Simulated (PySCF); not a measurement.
FGeH₇Si₂.
SMILES: `F[Si@@H]([SiH3])[GeH3]`

The closed-shell ground state was solved at several levels (PySCF, density fitting, gas phase). Isolated species at its PBE0-D3(BJ)/def2-SVP geometry, gas phase. The calculation is non-relativistic and has no spin–orbit coupling, an omission that weighs most on germanium.

| level | basis functions | total energy (Eh) | HOMO (eV) | LUMO (eV) | gap (eV) | dipole (D) |
| --- | --- | --- | --- | --- | --- | --- |
| PBE0/pcSseg-1 | 141 | -2759.2284 | -8.02 | -0.87 | 7.15 | 1.38 |
| CAM-B3LYP/def2-SVPD | 165 | -2759.6726 | -9.18 | 0.14 | 9.32 | 1.45 |

Q: What might mPW1PW91/pcSseg-2 (283 basis functions) give for the same quantities?

A: Total energy -2760.3767 Eh, HOMO -7.98 eV, LUMO -0.96 eV, gap 7.02 eV, dipole 1.39 D.

Q: Over all these levels, which gives the widest orbital gap and which the narrowest?

A: CAM-B3LYP/def2-SVPD (range-separated hybrid) has the widest, 9.32 eV, and mPW1PW91/pcSseg-2 (global hybrid, 25 % exact exchange) the narrowest, 7.02 eV. Functional and basis both differ between the two, so the spread mixes both effects.

Q: How far do the dipole and the HOMO energy spread over the levels?

A: The dipole runs from 1.38 to 1.45 D (mean 1.41 D) and the HOMO from -9.18 to -7.98 eV.
